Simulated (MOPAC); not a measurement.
MOPAC input (PM6):

```
PM6 FORCE THERMO(298,298) PRECISE LET GEO-OK AUX(PRECISION=9) THREADS=1
H5P

P    -0.00000257 1    0.00000091 1   -0.00000003 1
H     0.00790383 1   -0.00647765 1    1.53297385 1
H    -0.00790168 1    0.00647686 1   -1.53297424 1
H     1.47403533 1    0.00635546 1   -0.00757218 1
H    -0.74248803 1    1.27337031 1    0.00920789 1
H    -0.73153622 1   -1.27973006 1   -0.00163615 1
```

From the output:

```
     H    6   3.633362   0.401313   0.401313   0.150530   0.150530   3.881427

          HEAT OF FORMATION =      89.866856 KCALS/MOLE

          ZERO POINT ENERGY      28.130 KCAL/MOL

           NORMAL COORDINATE ANALYSIS (Total motion = 1 Angstrom)

   Root No.       1         2         3         4         5         6         7         8

                 1 E'      1 E'      2 E'      2 E'      1 A2"     1 E"      1 E"      1 A1'

                 706.5     706.5    1086.7    1086.7    1131.8    1340.8    1340.8    2226.3

           1    0.0000   -0.0000   -0.0000   -0.0000   -0.0315    0.0000   -0.0000   -0.0000
           2    0.0004   -0.0038   -0.0223   -0.0187    0.0000    0.0000   -0.0000    0.0000
           3   -0.0038   -0.0004    0.0196   -0.0212   -0.0000    0.0000    0.0000    0.0000
           4    0.0000   -0.0000    0.0000    0.0000    0.0152    0.0000   -0.0000    0.3475
           5    0.0173   -0.1702    0.2313    0.1939    0.0000    0.1881   -0.0984   -0.0000
           6   -0.1694   -0.0174   -0.2031    0.2208   -0.0000    0.0941    0.1967    0.0000
           7    0.0000   -0.0000    0.0000    0.0000    0.0152   -0.0000    0.0000   -0.3475
           8    0.0173   -0.1702    0.2313    0.1939   -0.0000   -0.1881    0.0984    0.0000
           9   -0.1694   -0.0174   -0.2031    0.2208    0.0000   -0.0941   -0.1967   -0.0000
          10   -0.0000    0.0000    0.0000   -0.0000    0.3127    0.2897   -0.0352   -0.0000
          11   -0.1178    0.0004    0.0581   -0.0352   -0.0000   -0.0000    0.0000   -0.0955
          12    0.3031   -0.0872   -0.1665    0.0855    0.0000    0.0000    0.0000   -0.0347
          13    0.0000    0.0000    0.0000    0.0000    0.3127   -0.1157    0.2800    0.0000
          14    0.1667    0.1395   -0.0064    0.1234   -0.0000    0.0000   -0.0000    0.0778
          15    0.1646    0.1987   -0.0004    0.1470    0.0000   -0.0000    0.0000   -0.0654
          16   -0.0000    0.0000    0.0000    0.0000    0.3127   -0.1740   -0.2448    0.0000
          17   -0.0955    0.3175    0.1698    0.0974   -0.0000    0.0000    0.0000    0.0177
          18   -0.0125   -0.0647   -0.0276   -0.0211    0.0000   -0.0000   -0.0000    0.1001

   Root No.       9        10        11        12

                 2 A2"     2 A1'     3 E'      3 E'

                2284.6    2576.9    2594.9    2594.9

           1   -0.0242   -0.0000   -0.0000    0.0000
           2    0.0000    0.0000   -0.0214    0.0019
           3   -0.0000    0.0000   -0.0019   -0.0214
           4    0.4296   -0.1131   -0.0000    0.0000
           5   -0.0000    0.0000   -0.0335    0.0029
           6    0.0000    0.0000   -0.0029   -0.0335
           7    0.4296    0.1131   -0.0000    0.0000
           8   -0.0000   -0.0000   -0.0335    0.0029
           9   -0.0000   -0.0000   -0.0029   -0.0335
          10   -0.0389   -0.0000    0.0000    0.0000
          11    0.0000   -0.2424    0.4291    0.1094
          12   -0.0000   -0.0880    0.1517    0.0547
          13   -0.0389    0.0000    0.0000   -0.0000
          14    0.0000    0.1974    0.2614   -0.2487
          15   -0.0000   -0.1660   -0.2062    0.2225
          16   -0.0389    0.0000    0.0000    0.0000
          17    0.0000    0.0450    0.0352    0.0757
          18   -0.0000    0.2540    0.1180    0.4488

           MASS-WEIGHTED COORDINATE ANALYSIS (NORMAL COORDINATES)

   Root No.       1         2         3         4         5         6         7         8

                 1 E'      1 E'      2 E'      2 E'      1 A2"     1 E"      1 E"      1 A1'

                 706.5     706.5    1086.7    1086.7    1131.8    1340.8    1340.8    2226.3

           1    0.0000   -0.0000   -0.0000   -0.0000   -0.3068    0.0000   -0.0000   -0.0000
           2    0.0046   -0.0440   -0.2736   -0.1497    0.0000    0.0000   -0.0000    0.0000
           3   -0.0440   -0.0046    0.1497   -0.2736   -0.0000    0.0000    0.0000    0.0000
           4    0.0000   -0.0000    0.0000    0.0000    0.0267    0.0000   -0.0000    0.6657
           5    0.0370   -0.3544    0.5129    0.2807    0.0000    0.4052   -0.2013   -0.0000
           6   -0.3544   -0.0370   -0.2807    0.5129   -0.0000    0.2013    0.4052    0.0000
           7    0.0000   -0.0000    0.0000    0.0000    0.0267   -0.0000    0.0000   -0.6657
           8    0.0370   -0.3544    0.5129    0.2807   -0.0000   -0.4052    0.2013    0.0000
           9   -0.3544   -0.0370   -0.2807    0.5129    0.0000   -0.2013   -0.4052   -0.0000
          10   -0.0000    0.0000    0.0000   -0.0000    0.5491    0.6234   -0.0707   -0.0000
          11   -0.2466    0.0003    0.0924   -0.0923   -0.0000   -0.0000    0.0000   -0.1830
          12    0.6346   -0.1804   -0.2715    0.2351    0.0000    0.0000    0.0000   -0.0664
          13    0.0000    0.0000    0.0000    0.0000    0.5491   -0.2505    0.5753    0.0000
          14    0.3483    0.2912    0.0418    0.2423   -0.0000    0.0000   -0.0000    0.1490
          15    0.3438    0.4145    0.0632    0.2856    0.0000   -0.0000    0.0000   -0.1253
          16   -0.0000    0.0000    0.0000    0.0000    0.5491   -0.3729   -0.5046    0.0000
          17   -0.2010    0.6609    0.3569    0.1188   -0.0000    0.0000    0.0000    0.0340
          18   -0.0260   -0.1348   -0.0604   -0.0295    0.0000   -0.0000   -0.0000    0.1917

   Root No.       9        10        11        12

                 2 A2"     2 A1'     3 E'      3 E'

                2284.6    2576.9    2594.9    2594.9

           1   -0.2141   -0.0000   -0.0000    0.0000
           2    0.0000    0.0000   -0.2011    0.0149
           3   -0.0000    0.0000   -0.0149   -0.2011
           4    0.6865   -0.2384   -0.0000    0.0000
           5   -0.0000    0.0000   -0.0567    0.0042
           6    0.0000    0.0000   -0.0042   -0.0567
           7    0.6865    0.2384   -0.0000    0.0000
           8   -0.0000   -0.0000   -0.0567    0.0042
           9   -0.0000   -0.0000   -0.0042   -0.0567
          10   -0.0621   -0.0000    0.0000    0.0000
          11    0.0000   -0.5109    0.7232    0.1946
          12   -0.0000   -0.1855    0.2554    0.0959
          13   -0.0621    0.0000    0.0000   -0.0000
          14    0.0000    0.4161    0.4475   -0.4145
          15   -0.0000   -0.3497   -0.3537    0.3715
          16   -0.0621    0.0000    0.0000    0.0000
          17    0.0000    0.0949    0.0579    0.1287
          18   -0.0000    0.5352    0.1895    0.7612

          DESCRIPTION OF VIBRATIONS

 VIBRATION          2    1E'         ATOM PAIR     ENERGY CONTRIBUTION    RADIAL
 FREQUENCY           706.48         P 1 -- H 6         +35.9% ( 64.1%)      0.0%
 TRANSITION DIPOLE   1.0471         P 1 -- H 5         +21.7% ( 49.8%)      0.1%
 TRAVEL (Ang.)       0.5560         P 1 -- H 2         +18.4% ( 45.9%)      0.0%
 REDUCED MASS        0.3087         P 1 -- H 3         +18.4% ( 45.9%)      0.0%
 EFFECTIVE MASS      1.0575
 FORCE CONSTANT      0.0908

 VIBRATION          4    2E'         ATOM PAIR     ENERGY CONTRIBUTION    RADIAL
 FREQUENCY          1086.73         P 1 -- H 2         +37.0% ( 56.6%)      0.0%
 TRANSITION DIPOLE   1.5844         P 1 -- H 3         +37.0% ( 56.6%)      0.0%
 TRAVEL (Ang.)       0.3350         P 1 -- H 5         +13.7% ( 34.5%)      0.8%
 REDUCED MASS        0.5529         P 1 -- H 4          +8.0% ( 26.3%)     19.8%
 EFFECTIVE MASS      2.5673
 FORCE CONSTANT      0.3847

 VIBRATION          5    1A2"        ATOM PAIR     ENERGY CONTRIBUTION    RADIAL
 FREQUENCY          1131.78         P 1 -- H 5         +30.9% ( 57.2%)      0.0%
 TRANSITION DIPOLE   1.8755         P 1 -- H 6         +30.9% ( 57.2%)      0.0%
 TRAVEL (Ang.)       0.3294         P 1 -- H 4         +30.9% ( 57.2%)      0.0%
 REDUCED MASS        0.5492         P 1 -- H 2          +3.7% ( 19.8%)    100.0%
 EFFECTIVE MASS      2.4198
 FORCE CONSTANT      0.4145

 VIBRATION          7    1E"         ATOM PAIR     ENERGY CONTRIBUTION    RADIAL
 FREQUENCY          1340.82         P 1 -- H 5         +36.6% ( 45.3%)      0.0%
 TRANSITION DIPOLE   0.0000         P 1 -- H 6         +28.1% ( 39.7%)      0.0%
 TRAVEL (Ang.)       0.4396         P 1 -- H 3         +17.4% ( 31.2%)      0.0%
 REDUCED MASS        0.2602         P 1 -- H 2         +17.4% ( 31.2%)      0.0%
 EFFECTIVE MASS      1.0079
 FORCE CONSTANT      0.2756

 VIBRATION          8    1A1'        ATOM PAIR     ENERGY CONTRIBUTION    RADIAL
 FREQUENCY          2226.35         P 1 -- H 2         +43.0% ( 67.1%)    100.0%
 TRANSITION DIPOLE   0.0000         P 1 -- H 3         +43.0% ( 67.1%)    100.0%
 TRAVEL (Ang.)       0.2751         P 1 -- H 4          +4.7% ( 22.2%)    100.0%
 REDUCED MASS        0.4002         P 1 -- H 5          +4.7% ( 22.2%)    100.0%
 EFFECTIVE MASS      1.0079
```
